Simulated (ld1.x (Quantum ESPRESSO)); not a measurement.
**Co (Z = 27), TM: configuration errors across variants**

```json
{
  "Element": "Co",
  "Generator": "ld1.x (Quantum ESPRESSO) 7.5",
  "Type": "norm-conserving Troullier–Martins (Kleinman–Bylander form)",
  "Functional": "PBE",
  "Relativity": "scalar-relativistic",
  "Frozen core": "[Ne] 3s2",
  "Valence charge": "15",
  "Reference configuration": "3p6 3d7.5 4s1.5 4p0",
  "Partial waves": "4s (bound): rc 2.60 bohr; 3p (bound): rc 1.30 bohr; 3d (bound): rc 1.60 bohr",
  "Local potential": "all-electron potential smoothed inside 2.20 bohr (lloc = -1)",
  "Core correction": "Bessel-smoothed model core inside 0.90 bohr"
}
```

All-electron excitation energies from the reference (eV): (1) 3p6 3d7 4s2 4p0 0.961; (2) 3p6 3d7 4s1 4p0 9.991; (3) 3p6 3d7 4s0 4p0 26.776; (4) 3p6 3d6 4s2 4p0 16.142; (5) 3p6 3d6 4s0 4p0 62.646; (6) 3p6 3d7 4s0 4p2 9.939; (7) 3p6 3d7 4s1.5 4p0 4.563.

Errors AE − PS in meV (a dash: test not solved or not reliable):

| change | (1) | (2) | (3) | (4) | (5) | (6) | (7) | bound ghosts |
| --- | --- | --- | --- | --- | --- | --- | --- | --- |
| base | -11 | -1.9 | -37 | +36 | -203 | -715 | -4.8 | none |
| wave 4s (bound): rc 2.60 bohr becomes 4s (bound): rc 1.76 bohr | -15 | -2.9 | -22 | -15 | -157 | -701 | -7.9 | none |
| wave 4s (bound): rc 2.60 bohr becomes 4s (bound): rc 2.52 bohr | -13 | -2.6 | -32 | +6.9 | -187 | -710 | -6.3 | none |
| wave 4s (bound): rc 2.60 bohr becomes 4s (bound): rc 2.80 bohr | -3.3 | +0.9 | -57 | +144 | -271 | -734 | +1.1 | none |
| wave 4s (bound): rc 2.60 bohr becomes 4s (bound): rc 3.24 bohr | +17 | +9.4 | -130 | +441 | -487 | -796 | +18 | none |
| wave 4s (bound): rc 2.60 bohr becomes 4s (bound): rc 3.52 bohr | +29 | +15 | -187 | +615 | -636 | -839 | +29 | none |
| wave 4s (bound): rc 2.60 bohr becomes 4s (bound): rc 3.84 bohr | +46 | +22 | -280 | +850 | -868 | -906 | +45 | none |

Question: Give the same row for: wave 4s (bound): rc 2.60 bohr becomes 4s (bound): rc 2.10 bohr.

Answer: -20, -5.3, -19, -98, -133, -696, -12; bound ghosts: none.
